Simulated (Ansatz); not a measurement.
CuSiAsH₆⁻, that is Cu(AsH3)(SiH3) with one electron more, relaxed as a doublet with UKS PBE0-D4/def2-SVPD in Ansatz, starting from the PBE0-D4/def2-SVP geometry of the neutral singlet. Force threshold 0.02 eV/Å.

The highest occupied level of the relaxed charge -1 doublet lies above zero (up to 0.74 eV). By energy differences its removal costs 0.20 eV (each at its own geometry, to the charge 0 singlet, at PBE0-D4/def2-TZVPD). The relaxation made no stability test and no search for a lower SCF solution. No other spin state of charge -1 was run.

Start:

Cartesian coordinates in Å:
```
Cu -0.0131 -0.0350 -0.0692
As 0.7763 1.0316 1.8853
H 1.6410 2.2686 1.7910
H 1.6457 0.2827 2.8701
H -0.2053 1.5789 2.8969
Si -0.7996 -1.0700 -1.9577
H -1.7777 -0.2478 -2.7589
H -1.5333 -2.3626 -1.7011
H 0.2660 -1.4465 -2.9564
```

```csv
step,energy (eV),largest force component (eV/Å),SCF passes
1,-113423.7102,1.873,78
2,-113423.8688,0.430,40
3,-113423.8941,0.195,35
4,-113423.9013,0.120,36
5,-113423.9274,0.506,38
6,-113424.0121,0.658,34
7,-113424.1044,0.294,26
8,-113424.1447,0.162,27
9 (rejected),-113424.1131,0.544,27
10,-113424.1592,0.109,28
11,-113424.1609,0.069,28
12,-113424.1616,0.068,23
13,-113424.1629,0.038,24
14,-113424.1632,0.025,24
15,-113424.1634,0.014,24
```

Force components are those of the run's own axes.

End:

| atom | x (Å) | y (Å) | z (Å) |
| --- | --- | --- | --- |
| Cu1 | -0.258 | 0.348 | -0.190 |
| As2 | 0.850 | 0.838 | 1.914 |
| H3 | 1.661 | 2.109 | 1.720 |
| H4 | 1.834 | 0.451 | 3.301 |
| H5 | -0.164 | 1.483 | 2.843 |
| Si6 | -0.846 | -1.003 | -1.983 |
| H7 | -1.848 | -0.439 | -2.981 |
| H8 | -1.492 | -2.353 | -1.690 |
| H9 | 0.264 | -1.435 | -2.933 |

By distances, no bond broke or formed. The bond that changes most is As2–H4, from 1.51 to 1.74 Å (atoms count from 1).

No frequencies were taken in this run, so the end may be a saddle point.

It took 75 s on 4 threads of Arm Neoverse V2 on a shared host, peak host memory 0.68 GiB.
